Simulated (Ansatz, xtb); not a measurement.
C6H8O: which of two isomers lies lower

Structure X: `CC(=O)C1=C(C)C1`, a singlet. Structure Y: `C=C1C[C@@H]1C(C)=O`, a singlet. Both are isolated molecules in the gas phase, relaxed with r2SCAN-D4/def2-SVP, each in the lowest conformer that the search found.

X (Å):

```yaml
atoms:
  - { symbol: C, position_ang: [2.7895, 1.3339, -1.1150] }
  - { symbol: C, position_ang: [2.0352, 0.2295, -1.8248] }
  - { symbol: C, position_ang: [1.2354, -0.6444, -0.9614] }
  - { symbol: C, position_ang: [0.8005, -0.9868, 0.2290] }
  - { symbol: C, position_ang: [0.7269, -0.8135, 1.6858] }
  - { symbol: C, position_ang: [0.3107, -1.8286, -0.9180] }
  - { symbol: O, position_ang: [2.0809, 0.0680, -3.0307] }
  - { symbol: H, position_ang: [3.3587, 1.9235, -1.8453] }
  - { symbol: H, position_ang: [3.4737, 0.9072, -0.3633] }
  - { symbol: H, position_ang: [2.0864, 1.9881, -0.5737] }
  - { symbol: H, position_ang: [1.0641, -1.7325, 2.1950] }
  - { symbol: H, position_ang: [1.3341, 0.0335, 2.0377] }
  - { symbol: H, position_ang: [-0.3202, -0.6576, 1.9970] }
  - { symbol: H, position_ang: [-0.7311, -1.7205, -1.2633] }
  - { symbol: H, position_ang: [0.7175, -2.8441, -1.0571] }
```

Y (Å):

```yaml
atoms:
  - { symbol: C, position_ang: [0.5718, -3.0615, 1.3900] }
  - { symbol: C, position_ang: [0.7317, -1.8173, 0.9607] }
  - { symbol: C, position_ang: [1.5735, -0.6750, 0.6666] }
  - { symbol: C, position_ang: [0.0539, -0.6010, 0.4488] }
  - { symbol: C, position_ang: [-0.7342, 0.2196, 1.4346] }
  - { symbol: C, position_ang: [-2.1650, 0.5061, 1.0489] }
  - { symbol: O, position_ang: [-0.2461, 0.6102, 2.4750] }
  - { symbol: H, position_ang: [-0.4185, -3.5245, 1.4379] }
  - { symbol: H, position_ang: [1.4315, -3.6588, 1.7100] }
  - { symbol: H, position_ang: [1.9298, -0.0761, 1.5151] }
  - { symbol: H, position_ang: [2.2160, -0.6892, -0.2213] }
  - { symbol: H, position_ang: [-0.3357, -0.6407, -0.5766] }
  - { symbol: H, position_ang: [-2.6986, -0.4360, 0.8404] }
  - { symbol: H, position_ang: [-2.1909, 1.0960, 0.1173] }
  - { symbol: H, position_ang: [-2.6701, 1.0576, 1.8521] }
```

Task: Estimate which is lower in electronic energy at CCSD(T)/def2-SVP + ΔMP2/def2-TZVPP, and by roughly how much.

Result: The CCSD(T)/def2-SVP + ΔMP2/def2-TZVPP calculation puts structure Y lower, by 0.460 eV.

How the difference moves with the method:

```json
{"level": "GFN2-xTB", "geometry": "GFN2-xTB", "E(Y) − E(X) (eV)": "−0.618", "departure from the last row (eV)": "−0.158", "job, with rough time for the two": "optimisation, 0.23 s"}
{"level": "HF/STO-3G", "geometry": "GFN2-xTB", "E(Y) − E(X) (eV)": "−0.446", "departure from the last row (eV)": "+0.014", "job, with rough time for the two": "single point, 0.44 s"}
{"level": "r2SCAN-D4/def2-SVP//GFN2-xTB", "geometry": "GFN2-xTB", "E(Y) − E(X) (eV)": "−0.468", "departure from the last row (eV)": "−0.007", "job, with rough time for the two": "single point, 5.5 s"}
{"level": "r2SCAN-D4/def2-SVP", "geometry": "r2SCAN-D4/def2-SVP", "E(Y) − E(X) (eV)": "−0.466", "departure from the last row (eV)": "−0.005", "job, with rough time for the two": "optimisation, 2.9 min"}
{"level": "HF/def2-SVP", "geometry": "r2SCAN-D4/def2-SVP", "E(Y) − E(X) (eV)": "−0.491", "departure from the last row (eV)": "−0.031", "job, with rough time for the two": "part of the CCSD(T) run"}
{"level": "MP2/def2-SVP", "geometry": "r2SCAN-D4/def2-SVP", "E(Y) − E(X) (eV)": "−0.386", "departure from the last row (eV)": "+0.074", "job, with rough time for the two": "part of the CCSD(T) run"}
{"level": "CCSD(T)/def2-SVP", "geometry": "r2SCAN-D4/def2-SVP", "E(Y) − E(X) (eV)": "−0.447", "departure from the last row (eV)": "+0.014", "job, with rough time for the two": "single point"}
{"level": "CCSD(T)/def2-SVP + ΔMP2/def2-TZVPP", "geometry": "r2SCAN-D4/def2-SVP", "E(Y) − E(X) (eV)": "−0.460", "departure from the last row (eV)": "", "job, with rough time for the two": "single point, 1.7 min"}
```

As drawn, both hold the same kinds of bond in the same numbers. Structure X has 2 methyl groups, Y 1.

The levels shown agree on the order. The largest departure from CCSD(T)/def2-SVP + ΔMP2/def2-TZVPP is that of GFN2-xTB, 0.158 eV. The last row adds to CCSD(T) the change of the MP2 difference between the two basis sets, here −0.014 eV.

With thermal terms from frequencies at re-optimised GFN2-xTB minima (ideal gas, soft modes damped towards free rotors, one conformer each, 298.15 K, 1 atm): on the last row, ΔE + ΔZPE = −0.447, ΔH = −0.469, ΔG = −0.409 eV.

The correlated steps freeze 7 core orbitals. Mirror images aren't counted in ΔG. Programs: Ansatz 0.2.0, xtb 6.7.1; the last row on 2 threads of Arm Neoverse V2 on a shared host.
